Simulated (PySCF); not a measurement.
## Calculated data, Ge$_{2}$H$_{5}$NO, GeH$_{7}$NOSi, CH$_{4}$AlGeN

Computed with PySCF 2.14.0. Calculation on a computer-drawn molecule: the log of a Hartree-Fock and frozen-core CCSD(T) single point meant for a local Hartree-Fock minimum, with one planted fault or none, to be diagnosed. Offsets are logged minus clean, where the clean run is the same molecule without the fault. The reference is restricted for singlets and unrestricted otherwise, and also for a bond in bohr or an excited solution. Adding or removing an electron swaps singlet and doublet. The excited solution moves the top pair (singlet) or top alpha electron (doublet) to the lowest empty orbital. Highest occupied and lowest empty are orbital energies over both spins, largest force is the largest gradient component, triples share is (T) over the correlation energy, the T1 limit is 0.02 restricted and 0.045 unrestricted, electrons count all cores, a negative frequency is imaginary (commonest isotopes), and the dipole is about the centre of nuclear charge; on germanium a core potential holds 10 electrons, which the energies leave out, and 3d is frozen in MP2 and coupled-cluster steps.

Common to all runs: meant charge 0; meant multiplicity 1; meant basis and core potential on germanium cc-pVDZ-PP ECP10MDF; logged SCF converged yes; logged CC converged yes; logged SCF stable within its kind yes; possible faults no fault, one electron removed, one electron added, multiplicity raised by two, geometry at a saddle point, SCF held on an excited solution, minimal basis STO-3G, one bond length entered in bohr, all coordinates scaled.

(1) 
```xyz
9
formula=Ge2H5NO meant_basis=cc-pVDZ logged_electrons=84 logged_basis_functions=99 logged_spin_squared=0 logged_highest_occupied=-8.7819 logged_lowest_empty=1.3046 logged_largest_force=0.040643 logged_T1_diagnostic=0.015259 logged_D1_diagnostic=0.052704 logged_triples_share=0.024548 logged_dipole_magnitude=2.1519 logged_energy_HF=-718.99183 logged_energy_CCSD(T)=-719.57354
N      0.5495    -1.3599    -1.4274
Ge    -0.9881    -0.5264    -1.2670
O     -0.7825     0.6819    -0.0887
Ge     0.1225     2.1222     0.0271
H      0.7151    -1.7334    -2.3007
H      0.7258    -2.0389    -0.7662
H     -1.2934     0.0799    -2.5665
H     -2.0806    -1.3710    -0.7725
H      0.4901     2.2461    -1.4644
```

Units: logged_highest_occupied, logged_lowest_empty in eV; logged_largest_force in hartree/bohr; logged_dipole_magnitude in debye; logged_energy_HF, logged_energy_CCSD(T) in hartree.

Drawn bonds:
```tsv
atom	other atom	order
1	2	1
2	3	1
3	4	1
1	5	1
1	6	1
2	7	1
2	8	1
4	9	1
```

(2) 
```xyz
11
formula=GeH7NOSi meant_basis=cc-pV(D+d)Z logged_electrons=68 logged_basis_functions=109 logged_spin_squared=2.013 logged_highest_occupied=-3.0658 logged_lowest_empty=-0.13048 logged_largest_force=0.082365 logged_T1_diagnostic=0.029656 logged_D1_diagnostic=0.17961 logged_triples_share=0.026335 logged_dipole_magnitude=2.8636 logged_energy_HF=-715.5219 logged_energy_CCSD(T)=-716.13374
N      0.0046     1.4621     1.1193
Ge    -0.9565     0.1854     0.2253
O      0.1131    -1.2434     0.2816
Si    -1.3031     0.8923    -2.0454
H     -0.4059     2.3799     1.1280
H      0.2491     1.2122     2.0626
H     -2.2721    -0.2225     0.9250
H     -0.3378    -2.0739     0.3196
H     -2.0744     2.1596    -2.0695
H     -2.0752    -0.1427    -2.7743
H     -0.0032     1.1010    -2.7199
```

Units: logged_highest_occupied, logged_lowest_empty in eV; logged_largest_force in hartree/bohr; logged_dipole_magnitude in debye; logged_energy_HF, logged_energy_CCSD(T) in hartree.

Drawn bonds:
```tsv
atom	other atom	order
1	2	1
2	3	1
2	4	1
1	5	1
1	6	1
2	7	1
3	8	1
4	9	1
4	10	1
4	11	1
```

(3) 
```xyz
8
formula=CH4AlGeN meant_basis=cc-pV(D+d)Z logged_electrons=61 logged_basis_functions=94 logged_spin_squared=0.7699 logged_highest_occupied=-13.089 logged_lowest_empty=-5.3901 logged_largest_force=0.031798 logged_T1_diagnostic=0.020592 logged_D1_diagnostic=0.054972 logged_triples_share=0.03658 logged_dipole_magnitude=5.8016 logged_energy_HF=-629.65413 logged_energy_CCSD(T)=-630.12713
N     -0.2869    -1.3037    -0.3044
Ge     0.8940    -0.8643     0.9813
C      0.5171     0.0301     2.4737
Al    -1.2147     0.6513     3.0781
H     -0.0649    -2.0456    -0.9403
H     -1.2727    -1.2507    -0.1320
H      2.2528    -1.3647     0.5010
H      1.4273     0.2135     3.0519
```

Units: logged_highest_occupied, logged_lowest_empty in eV; logged_largest_force in hartree/bohr; logged_dipole_magnitude in debye; logged_energy_HF, logged_energy_CCSD(T) in hartree.

Drawn bonds:
```tsv
atom	other atom	order
1	2	1
2	3	2
3	4	1
1	5	1
1	6	1
2	7	1
3	8	1
```

To be estimated
1. Which fault was planted in the run of Ge$_{2}$H$_{5}$NO (entry 1)?
2. Which fault was planted in the run of GeH$_{7}$NOSi (entry 2)?
3. Which fault was planted in the run of CH$_{4}$AlGeN (entry 3)?

Answers
1. all coordinates scaled, by -4.1 %
2. multiplicity raised by two
3. one electron removed

Further results for Ge$_{2}$H$_{5}$NO (entry 1):

| Item | Value |
| --- | --- |
| HF energy offset from clean run | 11 kcal/mol |
| CCSD(T) energy offset from clean run | 17.33 kcal/mol |

Further results for GeH$_{7}$NOSi (entry 2):

| Item | Value |
| --- | --- |
| HF energy offset from clean run | 132.7 kcal/mol |
| CCSD(T) energy offset from clean run | 142.5 kcal/mol |

Further results for CH$_{4}$AlGeN (entry 3):

| Quantity | Value |
| --- | --- |
| HF energy offset from clean run | 144.8 kcal/mol |
| CCSD(T) energy offset from clean run | 165.4 kcal/mol |
